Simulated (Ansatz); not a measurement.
Ansatz (a first-principles code) input (RI-MP2/cc-pVQZ):
A basis named .json is the Basis Set Exchange file of that set.

Ansatz 0.2 input:
```yaml
crystal:
  periodic: [false, false, false]
  atoms:
    - {symbol: B, position_ang: [-0.01178706, 0.83869764, -0.00331350]}
    - {symbol: Br, position_ang: [1.66103330, -0.06531701, 0.02545569]}
    - {symbol: Br, position_ang: [-1.65853892, -0.11216865, -0.02475449]}
    - {symbol: H, position_ang: [-0.02836814, 2.01851006, -0.00797466]}
basis:
  gaussian:
    orbitals: cc-pVQZ
    fitting: {mean_field: def2-universal-jkfit, correlation: cc-pVQZ-RIFIT.json}
magnetization: {spin_polarized: false}
correlation: {method: mp2, electrons: outside_noble_gas}
```

Output:

```
Functional definition: HF
integrals: 0.27 GiB planned
625 factors; integrals over basis functions are off by at most 4.3e0 eV
mean field: 0.97 GiB planned
mean field evaluation 1: about -140689.3828 eV, gradient 1.4e1 eV
mean field evaluation 2: about -140690.0549 eV, gradient 7.2e0 eV
mean field evaluation 4: about -140690.2156 eV, gradient 4.0e-1 eV
mean field evaluation 8: about -140690.2171 eV, gradient 2.6e-6 eV
mean field -140690.21705513 eV, -5170.2701135217 hartree, gradient 2.6e-6 eV, S^2 0.000000; 0 other end points of the search recorded, 0 dependent functions left out
29 core orbitals not correlated
639 factors; their error is unknown
reference -140690.21705513 eV, -5170.2701135217 hartree; 9, 9 occupied and 183, 183 virtual orbitals, 639 factors
second order -12.55567435 eV of doubles, -0.00000000 eV of singles
Total energy: -140702.77272948 eV, -5170.7315260434 hartree
```
